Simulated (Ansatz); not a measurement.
Mulliken charges of `O=C=N[SiH2]` radical from PBE/def2-TZVPP in Ansatz (PBE0-D4/def2-TZVP geometry).

```csv
atom,x (Å),y (Å),z (Å),charge (e)
O1,1.090,-2.026,1.610,-0.165
C2,0.649,-1.178,0.945,0.172
N3,0.216,-0.285,0.279,-0.145
Si4,-0.683,0.592,-0.875,0.191
H5,0.261,1.214,-1.839,-0.027
H6,-1.490,1.619,-0.167,-0.027
```

**Question.** By hand: the dipole of these point charges (1 e Å = 4.8032 D).

**Answer.** Σ q r = (-0.197, 0.210, -0.257) e Å, of length 0.386 e Å = 1.85 D.

**Question.** How does the dipole of the full density compare? (Best estimate.)

**Answer.** The calculation gave: (-0.161, 0.218, -0.221) e Å, 1.68 D; the point charges give 1.10 times that, at 6° from its direction.

Point charges leave out the atoms' own dipoles, such as those of lone pairs, and Mulliken's split depends on the basis, so the close match here is no proof of good charges.
